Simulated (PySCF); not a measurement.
## Exercise with solution: oscillator strength and radiative lifetime

Sb(Me)2 (C2H6Sb), SMILES [CH3][Sb+][CH3] (connectivity only; charge and spin as stated), charge +1, multiplicity 1.

Geometry: B3LYP-D3(BJ)/def2-SVP. The multiplicity is an assumed one; other spin states were not compared. The isomer is the one that the SMILES or the coordinates give; other isomers of the formula were not compared. The def2 effective core potentials stand for the cores of Sb; spin–orbit coupling is left out.

TDA-LC-ωPBE/def2-SVPD run with PySCF puts the first singlet state with f over 0.02 at 7.53 eV (vertical), with the transition dipole (-1.318, -0.005, 0.000) in atomic units.

### Question
Find the oscillator strength, the wavelength and the radiative lifetime that this transition would have in vacuum if emission retraced absorption.

### Answer

|μ|² = 1.7371 au, so |μ| = 3.35 D. ΔE = 7.53/27.211 = 0.2767 hartree. f = (2/3) ΔE |μ|² = 0.320 (the program prints 0.320).
λ = 1239.84/7.53 = 165 nm; ν = 60734 cm⁻¹.
Einstein's coefficient A = 0.6670 ν² f s⁻¹ (ν in cm⁻¹) = 7.9e8 s⁻¹, so τ = 1/A = 1.3 ns. This state is S7; the lower singlets have f = 0.012, 0.000, 0.003, 0.000, 0.003, 0.008. The figure is the radiative limit of this one transition; relaxation, internal conversion, crossing to triplets and a medium change what is measured.
